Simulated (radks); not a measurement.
Removal energies from the phosphorus ion P4+, [Ne] 3s1, by Delta-SCF beside the eigenvalue of the level emptied. Method: scalar-relativistic Kohn-Sham, LDA (Slater exchange, Perdew-Wang correlation), spin-polarised, spherical densities, finite nucleus; Fermi nuclear charge, rms radius of each element as measured or else 0.836 A^(1/3) + 0.57 fm; computed with a radial shooting solver on a logarithmic mesh with Libxc functionals. Open shells are filled with parallel spins first.

3s: final configuration [Ne]; Delta-SCF (eV) 65.591; -eigenvalue (eV) 59.652
2p: final configuration [He] 2s2 2p5 3s1; Delta-SCF (eV) 200.58; -eigenvalue (eV) 180.56
2s: final configuration [He] 2s1 2p6 3s1; Delta-SCF (eV) 247.62; -eigenvalue (eV) 229.00
1s: final configuration 1s1 2s2 2p6 3s1; Delta-SCF (eV) 2206.5; -eigenvalue (eV) 2134.4
